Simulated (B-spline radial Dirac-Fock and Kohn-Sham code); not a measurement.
## How the settings move the core levels of Tc

ΔSCF core binding energies without Breit or QED terms, calculated with an atomic code on a B-spline grid. Keys: rel is the Hamiltonian (dirac, or spin-free x2c and nr, where L3 and M5 stand for the whole 2p and 3d shells), method is hf or an exchange,correlation pair (spin-unpolarised, also for the hole states), nuc the nuclear model, radius_factor scales its radius, rmax is the box in bohr, h the logarithmic mesh step, order the B-spline order, points the quadrature points per cell, c_factor scales the speed of light, and damp, ndamp, maxit and tol steer the iteration. The run stops when the commutator error falls below 10·tol·max(1, Z/10), or the numerical noise floor, and the energy has settled to about 1e-8 Ha; the virial ratio is −V/T.

Base input:

```json
{"items": [{"Z": 43, "q": 0, "cfg": [[1, 0, 2], [2, 0, 2], [2, 1, 6], [3, 0, 2], [3, 1, 6], [3, 2, 10], [4, 0, 2], [4, 1, 6], [4, 2, 5], [5, 0, 2]], "A": 97, "rrms": 4.4112, "do": "settings", "holes": ["K", "L3", "M5"],
  "settings": [{"rel": "dirac", "method": "hf", "nuc": "fermi", "radius_factor": 1.0, "rmax": 45.0, "h": 0.3, "order": 8, "points": 10, "c_factor": 1.0, "maxit": 60, "damp": 0.5, "ndamp": 3, "tol": 1e-08}]}]}
```

The ground state converged in 12 iterations, with total energy -4284.11356 Ha, virial ratio 1.96249 and highest orbital energy -6.68 eV. ΔSCF binding energies: K (1s) 21114.8 eV, L3 (2p3/2) 2694.4 eV, M5 (3d5/2) 265.2 eV.

Changes from the base run:

| changed setting | Δ total energy (Ha) | Δ K (eV) | Δ L3 (eV) | Δ M5 (eV) | iterations |
| --- | --- | --- | --- | --- | --- |
| h = 0.12 | -0.00001 | 0.00 | 0.00 | 0.00 | 12 |
| method = "pbesol" | +0.15713 | +8.96 | -14.54 | -0.79 | 10 |
| damp = 0.8 | 0.00000 | 0.00 | 0.00 | 0.00 | 13 |
| rel = "nr"; rmax = 80.0; damp = 0.8 | +79.50673 | -544.86 | +4.83 | +5.91 | 13 |
| tol = 0.0001 | 0.00000 | 0.00 | 0.00 | 0.00 | 10 |
| nuc = "gauss" | -0.00016 | 0.00 | 0.00 | 0.00 | 12 |
| method = "lda," | +6.22658 | -9.67 | -16.63 | -2.23 | 10 |
| damp = 0.2 | 0.00000 | 0.00 | 0.00 | 0.00 | 11 |
| h = 0.18 | -0.00001 | 0.00 | 0.00 | 0.00 | 12 |
| method = "lda,"; radius_factor = 0.8; order = 6 | ? | ? | ? | ? | ? |
| nuc = "gauss"; rmax = 80.0; order = 9 | -0.00016 | 0.00 | 0.00 | 0.00 | 12 |
| rmax = 25.0 | 0.00000 | 0.00 | 0.00 | 0.00 | 12 |
| rel = "x2c"; rmax = 25.0; tol = 0.0001 | +1.19754 | -15.21 | +37.48 | +1.53 | 10 |

Question: What does the change method = "lda,"; radius_factor = 0.8; order = 6 do?

Answer: The total energy moves by +6.20447 Ha and the binding energies by K -9.41 eV, L3 -16.63 eV, M5 -2.23 eV; the run takes 10 iterations.
